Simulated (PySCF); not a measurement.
**Broadened absorption spectrum of (F2B-mu-PH2)2**

Species: (F2B-mu-PH2)2.
Cartesian coordinates in Å at the PBE0-D3(BJ)/def2-SVP level; atoms count from 1:
```xyz
12
B2F4H4P2 angstrom
B     -0.160    0.780   -1.246
F     -1.294    1.477   -1.496
F      0.811    0.834   -2.189
P     -0.554   -1.160   -0.645
B      0.187   -0.796    1.251
F      1.324   -1.491    1.495
F     -0.779   -0.856    2.198
P      0.573    1.146    0.654
H      0.110   -2.173   -1.377
H     -1.910   -1.560   -0.708
H      1.922    1.567    0.731
H     -0.114    2.148    1.381
```

Method used: TDDFT CAM-B3LYP/def2-SVPD, vertical, gas phase, core orbitals frozen in the response (PySCF).

Broadening: Gaussians 0.3 eV wide at half height, area fixed by f = 4.319×10⁻⁹ ∫ε dν̃. The width is an assumption, not a result. The curve ends short of the highest state used, and states not computed would add to its high-energy end.

```json
{"λ (nm)": "168.2", "ε (L mol⁻¹ cm⁻¹)": "8"}
{"λ (nm)": "169.9", "ε (L mol⁻¹ cm⁻¹)": "1"}
{"λ (nm)": "171.6", "ε (L mol⁻¹ cm⁻¹)": "0"}
{"λ (nm)": "173.3", "ε (L mol⁻¹ cm⁻¹)": "0"}
{"λ (nm)": "175.0", "ε (L mol⁻¹ cm⁻¹)": "0"}
{"λ (nm)": "176.8", "ε (L mol⁻¹ cm⁻¹)": "3"}
{"λ (nm)": "178.5", "ε (L mol⁻¹ cm⁻¹)": "21"}
{"λ (nm)": "180.2", "ε (L mol⁻¹ cm⁻¹)": "122"}
{"λ (nm)": "181.9", "ε (L mol⁻¹ cm⁻¹)": "520"}
{"λ (nm)": "183.6", "ε (L mol⁻¹ cm⁻¹)": "1687"}
{"λ (nm)": "185.3", "ε (L mol⁻¹ cm⁻¹)": "4220"}
{"λ (nm)": "187.0", "ε (L mol⁻¹ cm⁻¹)": "8252"}
{"λ (nm)": "188.8", "ε (L mol⁻¹ cm⁻¹)": "13018"}
{"λ (nm)": "190.5", "ε (L mol⁻¹ cm⁻¹)": "15948"}
{"λ (nm)": "192.2", "ε (L mol⁻¹ cm⁻¹)": "15845"}
{"λ (nm)": "193.9", "ε (L mol⁻¹ cm⁻¹)": "12908"}
{"λ (nm)": "195.6", "ε (L mol⁻¹ cm⁻¹)": "8710"}
{"λ (nm)": "197.3", "ε (L mol⁻¹ cm⁻¹)": "4917"}
{"λ (nm)": "199.0", "ε (L mol⁻¹ cm⁻¹)": "2343"}
{"λ (nm)": "200.8", "ε (L mol⁻¹ cm⁻¹)": "898"}
{"λ (nm)": "202.5", "ε (L mol⁻¹ cm⁻¹)": "310"}
{"λ (nm)": "204.2", "ε (L mol⁻¹ cm⁻¹)": "93"}
{"λ (nm)": "205.9", "ε (L mol⁻¹ cm⁻¹)": "24"}
{"λ (nm)": "207.6", "ε (L mol⁻¹ cm⁻¹)": "6"}
{"λ (nm)": "209.3", "ε (L mol⁻¹ cm⁻¹)": "1"}
{"λ (nm)": "211.0", "ε (L mol⁻¹ cm⁻¹)": "0"}
{"λ (nm)": "212.8", "ε (L mol⁻¹ cm⁻¹)": "0"}
{"λ (nm)": "214.5", "ε (L mol⁻¹ cm⁻¹)": "0"}
{"λ (nm)": "216.2", "ε (L mol⁻¹ cm⁻¹)": "0"}
{"λ (nm)": "217.9", "ε (L mol⁻¹ cm⁻¹)": "0"}
{"λ (nm)": "219.6", "ε (L mol⁻¹ cm⁻¹)": "0"}
{"λ (nm)": "221.3", "ε (L mol⁻¹ cm⁻¹)": "0"}
{"λ (nm)": "223.0", "ε (L mol⁻¹ cm⁻¹)": "0"}
{"λ (nm)": "224.8", "ε (L mol⁻¹ cm⁻¹)": "0"}
{"λ (nm)": "226.5", "ε (L mol⁻¹ cm⁻¹)": "0"}
{"λ (nm)": "228.2", "ε (L mol⁻¹ cm⁻¹)": "0"}
{"λ (nm)": "229.9", "ε (L mol⁻¹ cm⁻¹)": "0"}
{"λ (nm)": "231.6", "ε (L mol⁻¹ cm⁻¹)": "0"}
{"λ (nm)": "233.3", "ε (L mol⁻¹ cm⁻¹)": "0"}
{"λ (nm)": "235.0", "ε (L mol⁻¹ cm⁻¹)": "0"}
{"λ (nm)": "236.8", "ε (L mol⁻¹ cm⁻¹)": "0"}
{"λ (nm)": "238.5", "ε (L mol⁻¹ cm⁻¹)": "0"}
{"λ (nm)": "240.2", "ε (L mol⁻¹ cm⁻¹)": "0"}
{"λ (nm)": "241.9", "ε (L mol⁻¹ cm⁻¹)": "0"}
{"λ (nm)": "243.6", "ε (L mol⁻¹ cm⁻¹)": "0"}
{"λ (nm)": "245.3", "ε (L mol⁻¹ cm⁻¹)": "0"}
{"λ (nm)": "247.0", "ε (L mol⁻¹ cm⁻¹)": "0"}
{"λ (nm)": "248.8", "ε (L mol⁻¹ cm⁻¹)": "0"}
{"λ (nm)": "250.5", "ε (L mol⁻¹ cm⁻¹)": "0"}
{"λ (nm)": "252.2", "ε (L mol⁻¹ cm⁻¹)": "0"}
{"λ (nm)": "253.9", "ε (L mol⁻¹ cm⁻¹)": "0"}
{"λ (nm)": "255.6", "ε (L mol⁻¹ cm⁻¹)": "0"}
{"λ (nm)": "257.3", "ε (L mol⁻¹ cm⁻¹)": "0"}
{"λ (nm)": "259.0", "ε (L mol⁻¹ cm⁻¹)": "0"}
{"λ (nm)": "260.8", "ε (L mol⁻¹ cm⁻¹)": "0"}
{"λ (nm)": "262.5", "ε (L mol⁻¹ cm⁻¹)": "0"}
```

Q: Locate the maxima and give the states behind the curve.

A: 191 nm (6.48 eV), ε about 16000, made up of S2 (100%) (ε in L mol⁻¹ cm⁻¹; maxima over ε = 5, shares over 10%). At its high-energy end, 7.37 eV, the curve is still rising (ε about 8, from S9). The states used: S1 5.17 eV (f 0.0000); S2 6.48 eV (f 0.181); S3 6.55 eV (f 0.0006); S4 6.77 eV (f 0.0000); S5 6.95 eV (f 0.0000); S6 6.99 eV (f 0.0000); S7 7.76 eV (f 0.0001); S8 7.84 eV (f 0.0000); S9 7.88 eV (f 0.232); S10 7.97 eV (f 0.0000).

Q: Coming from long wavelengths, where does ε first pass 100 L mol⁻¹ cm⁻¹?

A: At about 204 nm (6.08 eV), 0.90 eV above S1.

Q: On this curve, what absorbance would a 10⁻⁵ mol/L sample give at 193 nm over a 1 cm path?

A: 193 nm is 6.424 eV, where ε is about 15000 L mol⁻¹ cm⁻¹, so A = ε c l ≈ 0.15 (Beer–Lambert, with the gas-phase spectrum and the assumed width).

Q: What would ε be at 6.48 eV, the highest of these maxima, with half the width (0.15 eV)?

A: About 32600 L mol⁻¹ cm⁻¹ against 16300, a factor of about 2.00; a lone state at its own centre would give exactly 2.

All these states lie below the vertical ionisation energy of 9.92 eV (ΔSCF).

On one thread, Intel Xeon at 2.50 GHz (x86_64) (shared host), this took 5.5 min wall (grids of density and orbitals included) and 1.2 GiB of memory at its peak.

One conformer stands for the species.
